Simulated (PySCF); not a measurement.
# Working out the ionisation energy of Rh

Rh [Kr] 4d8 5s1 (4F) → Rh⁺ [Kr] 4d8 (3F). Computed with PySCF 2.14 in x2c-TZVPPall, with the spin-free X2C one-electron Hamiltonian (Gaussian nucleus). Frozen: [Kr]. Energies in hartree (1 hartree = 27.21139 eV):

```csv
part,Rh (lower),Rh⁺ (upper)
UHF,-4781.189155,-4780.957160
CCSD correlation,-0.240840,-0.211761
(T),-0.009015,-0.006570
```

Problem. What does Hartree-Fock give?

Solution. (-4780.957160) − (-4781.189155) = 0.231995 hartree = 6.313 eV.

Problem. What do CCSD and CCSD(T) give?

Solution. The CCSD correlation energies differ by 0.029079 hartree = 0.791 eV and the triples by 0.002445 hartree = 0.067 eV, so CCSD gives 7.104 eV and CCSD(T) 7.171 eV.

Measured between the centres of the two terms (NIST): 7.479 eV, so CCSD(T) (valence) is off by -0.308 eV.

What remains against the reference includes basis incompleteness, the frozen core and higher excitations.
